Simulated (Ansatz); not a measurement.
F2H2OSeZr, SMILES `[OH][Zr]([F])([F])[SeH]`. Total charge 0; spin multiplicity 1. Zr: def2 effective core potential. The geometry is a stationary point of PBE0-D4/def2-TZVP. It is one conformer, not always the lowest.

```xyz
7

O     0.718    1.213   -0.566
Zr   -0.662    0.039   -0.011
F    -1.760    0.838    1.315
F    -1.794   -0.435   -1.459
Se    0.462   -2.093    0.953
H     1.268    1.919   -0.896
H     1.768   -1.480    0.663
```

Q: What is the dipole moment at PBE/def2-TZVPP? (Estimate.)

A: Computed: 3.12 D, with components (2.04, 2.14, -1.00) D in this frame, pointing from negative to positive charge.

Q: And with r2SCAN, B3LYP, ωB97M-V? (An estimate is asked.)

A: Computed: r2SCAN 3.22 D, B3LYP 3.16 D, ωB97M-V 3.26 D.

Q: Give the Mulliken charges with PBE, ωB97M-V, B3LYP in def2-TZVPP. (Estimate.)

A: Computed: 
| atom | PBE | ωB97M-V | B3LYP |
| --- | --- | --- | --- |
| O1 | -0.46 | -0.48 | -0.51 |
| Zr2 | 1.15 | 1.26 | 1.31 |
| F3 | -0.34 | -0.38 | -0.39 |
| F4 | -0.34 | -0.38 | -0.39 |
| Se5 | -0.28 | -0.29 | -0.29 |
| H6 | 0.20 | 0.18 | 0.20 |
| H7 | 0.07 | 0.09 | 0.06 |

B3LYP here is the variant with VWN-RPA as its local correlation; programs differ in this.
